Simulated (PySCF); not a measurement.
SiHClBr₂, SMILES [SiH](Cl)(Br)Br.

Geometry: B3LYP-D3(BJ)/def2-SVP.

Method: SMD-B3LYP/6-31G* (PySCF).

Solvation free energies are E(SMD) − E(gas) at the gas-phase geometry, for 1 M in both phases. Bromine has the revised SMD18 radius of 2.60 Å. In vacuum the dipole moment is 1.03 D.

```
solvent         ΔG(solv) (kcal/mol)  its non-electrostatic (CDS) part  dipole (D)
--------------  -------------------  --------------------------------  ----------
water                          -1.2                               0.1        1.46
ethylethanoate                 -5.1                              -4.1        1.34
n-hexane                       -5.0                              -4.6        1.16
```
